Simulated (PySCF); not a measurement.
PySCF job for CH7AlO2Si, SMILES C[O][Al]([OH])[SiH3], B3LYP-D3(BJ)/def2-SVP. Coordinates come from a B3LYP-D3(BJ)/def2-SVP optimisation. Other conformers were not sampled.

```python
import numpy as np
from pyscf import gto, scf, dft, df
from pyscf.hessian import thermo

mol = gto.M(
    atom='''
    Al    0.24645627   -0.10740163    0.20244033
    O     1.50995111   -0.70078901    1.18118262
    H     2.08342595   -1.45893676    1.04154866
    O    -0.20355750   -0.83408237   -1.26364090
    C     0.09270265   -1.88908587   -2.12516232
    H     0.37295318   -1.51068314   -3.12535948
    H     0.92782098   -2.52066221   -1.76274471
    H    -0.78685158   -2.54577276   -2.25658249
    Si   -0.94284843    1.86598264    0.96207253
    H    -1.54195287    1.64500551    2.31480283
    H    -2.04675548    2.23855783    0.02664147
    H    -0.02005864    3.03844196    1.07159396
    ''',
    basis='def2-SVP',
    charge=0,
    spin=0,
    max_memory=1600,
    verbose=3,
)
mf = dft.RKS(mol, xc='b3lyp').density_fit(auxbasis='def2-universal-jkfit')
mf.disp = 'd3bj'
mf.grids.level = 3
mf.conv_tol = 1e-11
mf.max_cycle = 100
mf.kernel()

# [left out here: the lines that compute and print the analytic Hessian (its translational invariance restored by hand, since the grid's response is missing), thermochemistry and intensities]
```

Log of the run:

```
converged SCF energy = -724.521100364877

WARN: DFTD3 does not support analytical Hessian, using finite difference


WARN: Mole.unit (angstrom) is changed to Bohr

Mode                                 0                   1                   2
Irrep
Freq [cm^-1]                      -23.0139             61.3308             76.5964
Reduced mass [au]                   1.0533              1.0669              3.3183
Force const [Dyne/A]               -0.0003              0.0024              0.0115
Char temp [K]                     -33.1118             88.2413            110.2051
Normal mode                   x     y     z       x     y     z       x     y     z
       0  Al                 0.01  0.01 -0.01   -0.01 -0.01  0.01   -0.05  0.02 -0.04
       1   O                 0.02  0.02 -0.02   -0.01 -0.01  0.01   -0.04 -0.02 -0.08
       2   H                 0.02  0.02 -0.01   -0.03 -0.03  0.02   -0.05 -0.03 -0.10
       3   O                -0.01 -0.01  0.01   -0.02 -0.01  0.01   -0.05  0.01 -0.05
       4   C                -0.02 -0.02  0.02    0.03  0.02 -0.02    0.12 -0.06  0.09
       5   H                -0.04 -0.04  0.01   -0.50  0.06 -0.16    0.19 -0.14  0.08
       6   H                -0.02 -0.02  0.01    0.40  0.35 -0.30    0.14  0.05  0.24
       7   H                -0.02 -0.02  0.04    0.22 -0.31  0.37    0.19 -0.15  0.08
       8  Si                -0.00 -0.00  0.00    0.01  0.01 -0.01    0.02  0.02  0.05
       9   H                -0.47 -0.22 -0.24   -0.01  0.03 -0.01    0.07 -0.02  0.07
      10   H                 0.34  0.31 -0.27    0.03  0.03 -0.02   -0.00  0.09  0.11
      11   H                 0.09 -0.13  0.55    0.04 -0.01 -0.01    0.06 -0.01  0.06
Mode                                 3                   4                   5
Irrep
Freq [cm^-1]                       90.6508            124.3266            208.1439
Reduced mass [au]                   3.2622              4.6657              3.7052
[...]
      11   H                 0.07 -0.07 -0.01    0.32 -0.23 -0.17   -0.27  0.20  0.04
Mode                                15                  16                  17
Irrep
Freq [cm^-1]                      946.3521            947.4077           1178.9668
Reduced mass [au]                   1.0409              1.0319              1.4447
Force const [Dyne/A]                0.5492              0.5457              1.1832
Char temp [K]                    1361.5900           1363.1087           1696.2707
Normal mode                   x     y     z       x     y     z       x     y     z
       0  Al                 0.01 -0.00  0.01    0.00  0.00 -0.00    0.00  0.00  0.01
       1   O                -0.01  0.00 -0.01   -0.00 -0.00  0.00   -0.00  0.00 -0.00
       2   H                -0.01  0.00 -0.01   -0.00 -0.00  0.00   -0.00  0.00 -0.00
       3   O                -0.00  0.00 -0.00   -0.00 -0.00  0.00    0.04 -0.06 -0.02
       4   C                 0.00 -0.00 -0.00    0.00  0.00  0.00   -0.10  0.09 -0.03
       5   H                 0.00 -0.01 -0.00   -0.00 -0.00 -0.00    0.27 -0.25 -0.06
       6   H                 0.00 -0.00 -0.00   -0.00  0.00  0.00   -0.05  0.43  0.45
       7   H                 0.00 -0.01 -0.00   -0.00  0.00  0.00    0.19 -0.32 -0.00
       8  Si                 0.02  0.00  0.02    0.02  0.02 -0.02    0.00 -0.00 -0.00
       9   H                -0.47 -0.38 -0.26   -0.39  0.16 -0.16   -0.00  0.01 -0.00
      10   H                -0.08  0.24  0.21   -0.46 -0.43  0.37   -0.00  0.01  0.01
      11   H                 0.02  0.05 -0.64    0.31 -0.25  0.26   -0.01  0.00  0.00
Mode                                18                  19                  20
Irrep
Freq [cm^-1]                     1187.2414           1246.0298           1472.1747
Reduced mass [au]                   1.2873              6.1342              1.0407
Force const [Dyne/A]                1.0691              5.6114              1.3289
Char temp [K]                    1708.1760           1792.7595           2118.1316
Normal mode                   x     y     z       x     y     z       x     y     z
       0  Al                 0.00  0.00 -0.00    0.01  0.01  0.03   -0.00 -0.00  0.00
       1   O                -0.00 -0.00  0.00   -0.00  0.00 -0.00   -0.00 -0.00  0.00
       2   H                 0.00  0.00 -0.00   -0.00  0.00 -0.00    0.00  0.00 -0.00
       3   O                 0.03  0.03 -0.03   -0.00 -0.12 -0.14   -0.01 -0.01  0.01
       4   C                -0.08 -0.07  0.06    0.00  0.10  0.12   -0.03 -0.03  0.03
       5   H                 0.05  0.48  0.31   -0.14  0.11  0.07    0.37 -0.33 -0.00
       6   H                 0.19  0.17 -0.15   -0.01 -0.09 -0.13    0.45  0.40 -0.34
       7   H                 0.16 -0.29 -0.47   -0.06  0.18  0.01   -0.30  0.38 -0.05
       8  Si                -0.00 -0.00  0.00    0.00 -0.00 -0.00    0.00  0.00 -0.00
       9   H                -0.00  0.00  0.00   -0.01  0.02 -0.00    0.00 -0.00  0.00
      10   H                -0.00 -0.00  0.00   -0.00  0.01  0.01    0.00  0.00 -0.00
      11   H                 0.00 -0.00 -0.00   -0.02  0.01  0.01   -0.00  0.00  0.00
Mode                                21                  22                  23
Irrep
Freq [cm^-1]                     1477.8796           1485.5848           2195.1509
Reduced mass [au]                   1.0511              1.1273              1.0242
Force const [Dyne/A]                1.3526              1.4658              2.9078
Char temp [K]                    2126.3396           2137.4257           3158.3334
Normal mode                   x     y     z       x     y     z       x     y     z
       0  Al                -0.00 -0.00 -0.00    0.00  0.00  0.01    0.00 -0.00 -0.00
       1   O                 0.00  0.00  0.00   -0.00  0.00 -0.00   -0.00  0.00 -0.00
       2   H                -0.00 -0.00 -0.00   -0.00  0.00 -0.00   -0.00  0.00 -0.00
       3   O                 0.01  0.01  0.02    0.00 -0.02 -0.02   -0.00  0.00  0.00
       4   C                 0.03  0.00  0.05    0.03 -0.07 -0.05    0.00 -0.00 -0.00
       5   H                -0.51 -0.36 -0.26   -0.23  0.41  0.08    0.00  0.00 -0.00
       6   H                 0.03  0.11  0.17    0.07  0.37  0.53    0.00  0.00  0.00
       7   H                 0.03  0.12 -0.66   -0.30  0.35  0.13   -0.00  0.00  0.00
       8  Si                -0.00  0.00  0.00   -0.00  0.00 -0.00    0.00  0.02  0.01
       9   H                -0.00  0.00 -0.00    0.00 -0.01  0.00    0.23  0.10 -0.52
      10   H                -0.00  0.00  0.00   -0.00 -0.00 -0.00    0.18 -0.05  0.16
      11   H                -0.00  0.00  0.00    0.00 -0.00 -0.00   -0.48 -0.59 -0.05
Mode                                24                  25                  26
Irrep
Freq [cm^-1]                     2199.0396           2208.9660           2971.1038
Reduced mass [au]                   1.0494              1.0466              1.0349
Force const [Dyne/A]                2.9900              3.0089              5.3825
Char temp [K]                    3163.9284           3178.2102           4274.7569
Normal mode                   x     y     z       x     y     z       x     y     z
       0  Al                 0.00  0.00 -0.00   -0.00 -0.00 -0.00   -0.00 -0.00 -0.00
       1   O                -0.00 -0.00  0.00   -0.00  0.00  0.00    0.00  0.00  0.00
       2   H                 0.00  0.00 -0.00   -0.00  0.00 -0.00    0.00 -0.00  0.00
       3   O                -0.00 -0.00 -0.00    0.00  0.00  0.00   -0.00  0.00  0.00
       4   C                -0.00  0.00  0.00    0.00 -0.00  0.00   -0.02  0.04  0.01
       5   H                 0.00 -0.00  0.00   -0.00  0.00 -0.00    0.11  0.17 -0.40
       6   H                -0.00 -0.00 -0.00   -0.00 -0.00 -0.00    0.57 -0.41  0.26
       7   H                 0.00 -0.00 -0.00   -0.00  0.00  0.00   -0.37 -0.26 -0.05
       8  Si                 0.02  0.02 -0.02   -0.02  0.00 -0.03    0.00 -0.00 -0.00
       9   H                -0.30 -0.11  0.70   -0.09 -0.02  0.16   -0.00  0.00  0.00
      10   H                -0.03  0.02 -0.04    0.70 -0.24  0.59   -0.00  0.00 -0.00
      11   H                -0.37 -0.47 -0.05    0.09  0.13  0.00   -0.00  0.00  0.00
Mode                                27                  28                  29
Irrep
Freq [cm^-1]                     3039.6056           3056.6944           3927.1498
Reduced mass [au]                   1.1010              1.1060              1.0682
Force const [Dyne/A]                5.9935              6.0883              9.7066
Char temp [K]                    4373.3157           4397.9027           5650.2942
Normal mode                   x     y     z       x     y     z       x     y     z
       0  Al                 0.00  0.00  0.00   -0.00 -0.00  0.00   -0.00 -0.00 -0.00
       1   O                 0.00 -0.00 -0.00    0.00  0.00 -0.00    0.04 -0.05 -0.01
       2   H                 0.00  0.00  0.00   -0.00 -0.00  0.00   -0.58  0.76  0.13
       3   O                 0.00 -0.00 -0.00    0.00  0.00 -0.00   -0.00 -0.00 -0.00
       4   C                -0.06  0.02 -0.06   -0.06 -0.05  0.04   -0.00  0.00  0.00
       5   H                -0.15 -0.19  0.46    0.16  0.24 -0.60    0.00 -0.00 -0.00
       6   H                 0.45 -0.33  0.21   -0.01 -0.01  0.01    0.00 -0.00  0.00
       7   H                 0.41  0.31  0.04    0.54  0.38  0.08   -0.00 -0.00 -0.00
       8  Si                -0.00  0.00 -0.00   -0.00 -0.00  0.00    0.00  0.00  0.00
       9   H                 0.00 -0.00 -0.00    0.00  0.00 -0.00   -0.00  0.00 -0.00
      10   H                 0.00 -0.00  0.00    0.00  0.00 -0.00   -0.00 -0.00 -0.00
      11   H                 0.00 -0.00 -0.00    0.00  0.00 -0.00   -0.00  0.00 -0.00
temperature 298.1500 [K]
pressure 101325.00 [Pa]
Rotational constants [GHz] 4.47565 1.59238 1.19973
Symmetry number 1
Zero-point energy (ZPE) 0.07972 [Eh]   209300.733 [J/mol]
                           tot       elec      trans        rot        vib
Entropy [J/mol/K]       385.643      0.000    166.922    117.241    101.480
Cv [J/mol/K]            116.904      0.000     12.472     12.472     91.961
Cp [J/mol/K]            125.219      0.000     20.786     12.472     91.961
Internal energy [J/mol]                      3718.434   3718.434 224704.511
Internal energy [Eh]   -724.43268  -724.52110
Enthalpy [J/mol]                             6197.391   3718.434 224704.511
Enthalpy [Eh]          -724.43174
Gibbs free energy [J/mol]                  -43570.480 -31236.929 194448.230
Gibbs free energy [Eh] -724.47553
static polarisability / bohr^3: [[61.81  -7.672  0.094]
 [-7.671 72.665 10.842]
 [ 0.086 10.84  67.933]]
largest difference of analytic and finite-field dipole derivatives / e: 0.0017110273295262157
mode   freq/cm-1   IR/(km/mol)   Raman/(A^4/amu)   depolarisation
   1      -23.01         0.004             0.044            0.750
   2       61.33         0.039             0.041            0.750
   3       76.60         1.745             0.887            0.725
   4       90.65         0.519             0.106            0.750
   5      124.33         3.202             0.750            0.674
   6      208.14        11.341             0.265            0.750
   7      235.76        43.629             3.278            0.429
   8      336.58       165.656             1.165            0.750
   9      388.46        37.883            18.049            0.098
  10      473.65         3.154             2.455            0.750
  11      480.56        12.192             4.445            0.724
  12      515.64       138.436             3.340            0.363
  13      702.97       121.125             5.313            0.301
  14      866.52       265.119             6.291            0.630
  15      891.81        49.856             2.551            0.741
  16      946.35        52.350            28.852            0.748
  17      947.41        41.215            27.932            0.750
  18     1178.97        50.186             3.367            0.708
  19     1187.24         0.782             1.027            0.750
  20     1246.03       379.579             1.656            0.178
  21     1472.17         1.016            23.153            0.750
  22     1477.88         1.739            27.380            0.701
  23     1485.58        26.936            11.196            0.638
  24     2195.15        66.331           219.944            0.047
  25     2199.04        95.524           139.210            0.715
  26     2208.97        94.224           129.262            0.535
  27     2971.10       119.719           165.813            0.012
  28     3039.61        60.798           111.566            0.532
  29     3056.69        44.205           127.074            0.750
  30     3927.15        69.828           209.473            0.302
max |gradient| / (hartree/bohr): 7.349505395717494e-05
APT charges: [ 1.3709 -0.8986  0.303  -1.1088  0.701  -0.0777 -0.0928 -0.0777  0.587
 -0.2349 -0.2368 -0.2346]
```

The run converged. The end point has an imaginary mode, so it is no minimum.

Cost: roughly 5 core-minutes.
